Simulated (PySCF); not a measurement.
**Spinor energies of Nd (neodymium, neutral)**

Start: [Xe] 4f4 6s2; 4f5/2 filled at m_j = -1/2, +1/2, +3/2, +5/2. Calculated with PySCF 2.14 in x2c-SVPall-2c with one added diffuse shell each of s, p, d, f type (8s11p10d4f1g, 128 functions): generalised Hartree-Fock with the X2C-1e Hamiltonian and a Gaussian nucleus; one run each with spin-orbit coupling (SO) switched off, then screened by Boettger's factors.

| spinor shell | electrons | ε, spin-free (eV) | ε, screened SO (eV) | weight of nominal j (screened SO) | rms radius, screened SO (bohr) |
| --- | --- | --- | --- | --- | --- |
| 1s1/2 | 2 | -43780.2 | -43773.6 | 1.000 | 0.0270 |
| 2s1/2 | 2 | -7193.7 | -7191.6 | 1.000 | 0.109 |
| 2p1/2 | 2 | -6424.5 | -6789.4 | 1.000 | 0.0938 |
| 2p3/2 | 4 | -6424.5 | -6265.0 | 1.000 | 0.0998 |
| 3s1/2 | 2 | -1607.3 | -1606.6 | 1.000 | 0.283 |
| 3p1/2 | 2 | -1359.4 | -1434.0 | 1.000 | 0.275 |
| 3p3/2 | 4 | -1359.4 | -1326.3 | 1.000 | 0.288 |
| 3d3/2 | 4 | -1014.9 | -1028.7 | 0.997 | 0.260 |
| 3d5/2 | 6 | -1014.9 | -1005.0 | 0.998 | 0.263 |
| 4s1/2 | 2 | -339.77 | -339.53 | 1.000 | 0.645 |
| 4p1/2 | 2 | -255.81 | -273.23 | 0.982 | 0.668 |
| 4p3/2 | 4 | -255.81 | -247.91 | 0.991 | 0.695 |
| 4d3/2 | 4 | -133.32 | -139.59 | 0.774 | 0.762 |
| 4d5/2 | 6 | -133.32 | -128.93 | 0.850 | 0.767 |
| 5s1/2 | 2 | -50.318 | -50.275 | 1.000 | 1.58 |
| 5p1/2 | 2 | -27.589 | -30.399 | 0.925 | 1.80 |
| 5p3/2 | 4 | -27.589 | -26.314 | 0.962 | 1.91 |
| 4f5/2 | 4 | -11.698 | -11.702 | 0.700 | 1.16 |
| 6s1/2 | 2 | -4.720 | -4.720 | 1.000 | 5.14 |

```json
{"quantity": "E (hartree)", "spin-free": "-9617.16491", "screened SO": "-9621.95640"}
{"quantity": "M_J", "spin-free": "4", "screened SO": "4"}
{"quantity": "⟨J²⟩", "spin-free": "24.010", "screened SO": "23.431"}
{"quantity": "⟨L²⟩", "spin-free": "42.006", "screened SO": "41.884"}
{"quantity": "⟨S²⟩", "spin-free": "6.004", "screened SO": "5.996"}
```

The determinant has a definite M_J but mixes levels of different J.

Each row is a mean over spinors that exchange with the open shell spreads, by up to 9.993 eV (4d3/2).

Rows whose weight is well below 1 are mixtures of j = l ± 1/2: exchange outweighs spin-orbit coupling there, and the label is only the starting occupation.

Breit and QED terms are absent; they matter most for the inner s and p1/2 levels.

Densities and radii are taken from the X2C orbitals without a picture-change correction, which distorts them close to the nucleus.

Without spin-orbit coupling the j labels of p, d and f shells carry no meaning; the spin-free column gives the mean over the occupied spinors of each nl shell, and its ⟨J²⟩ belongs to a mixture of degenerate components.
